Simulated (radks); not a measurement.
Results of a calculation; reference values are marked as such.
Excited configurations of Ru I: one electron is placed in a higher orbital outside [Kr] 4d7. The ground configuration is [Kr] 4d7 5s1. Code: a radial shooting solver on a logarithmic mesh with Libxc functionals. Model: Dirac Kohn-Sham, PBE, spin-unpolarised, spherical densities, point nucleus; open shells fill j = l - 1/2 first. Excitation = E - E(ground); binding = E(ion) - E, where the ion is the core of charge +1; n* = 1/sqrt(2 binding) in atomic units, and the quantum defect is n - n*.

| outer orbital | excitation (eV) | binding (eV) | quantum defect | <r> (bohr) |
|---|---|---|---|---|
| 4f5/2 | 6.371 | 0.911 | 0.135 | 17.37 |
| 5p1/2 | 3.369 | 3.912 | 3.135 | 4.818 |
| 5d3/2 | 5.719 | 1.563 | 2.049 | 10.50 |
| 5f5/2 | 6.653 | 0.629 | 0.348 | 29.40 |
| 6s1/2 | 4.897 | 2.384 | 3.611 | 9.017 |
| 6p1/2 | 5.535 | 1.746 | 3.208 | 11.53 |
| 6d3/2 | 6.305 | 0.976 | 2.267 | 19.76 |
| 6f5/2 | 6.827 | 0.454 | 0.527 | 44.07 |
| 7s1/2 | 6.011 | 1.270 | 3.727 | 17.23 |
| 7p1/2 | 6.272 | 1.009 | 3.328 | 20.93 |
| 7d3/2 | 6.625 | 0.656 | 2.447 | 31.48 |

The Delta-SCF ionisation energy is 7.281 eV (NIST Atomic Spectra Database: 7.361 eV, measured). Self-interaction in the functional shifts the binding energies and quantum defects, so they are the method's values and not measured ones. Spin polarisation and multiplet splitting are left out, so open shells lie too high by an amount that depends on their filling.

Beside tabulated values, note that spin-unpolarised runs miss the spin-polarisation part of the exchange energy of open shells.
